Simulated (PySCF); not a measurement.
A GIAO shielding run with PySCF 2.14 (density fitting, non-relativistic, gas phase) on `O=CC1COBOC1`, C$_{4}$H$_{7}$BO$_{3}$:

```
$ OMP_NUM_THREADS=1 python probes_run.py task.json out

{"job": {"kind": "nmr", "xc": "wB97X-D", "basis": "pcSseg-1", "pop": false}, "charge": 0, "multiplicity": 1}
O      2.878191     0.067282    -0.943348
C      2.009761    -0.159994    -0.147281
C      0.535113    -0.019232    -0.425223
C     -0.245880    -1.243908     0.043274
O     -1.635502    -1.050286    -0.055819
B     -2.169802     0.197227     0.004552
O     -1.410359     1.310863     0.175585
C     -0.012640     1.216622     0.292878
H      2.259858    -0.485187     0.899276
H      0.412922     0.114276    -1.512163
H      0.014817    -1.477366     1.092566
H      0.017531    -2.125956    -0.561025
H     -3.362116     0.321845    -0.100912
H      0.430607     2.129794    -0.132612
H      0.261769     1.185273     1.363904
```

Hardware: 1 thread of an Intel Xeon, shared host. The job also computes ring-centre shieldings.

(1) How large is the calculation?

(2) How long does it take, and how much memory does it need?

(3) And these other runs on the same molecule and hardware: GIAO shielding at PBE0/pcSseg-1; spin–spin coupling at B3LYP/pcJ-1?

Answers

(1) 60 electrons, 171 basis functions and 881 auxiliary functions.

(2) 72 s of wall time, with 14 SCF cycles and 7 response iterations; peak memory 0.83 GiB. Times on a shared host scatter by some tens of per cent.

(3) PBE0/pcSseg-1: 171 functions, 85 s; B3LYP/pcJ-1: 286 functions, 2.5 min.
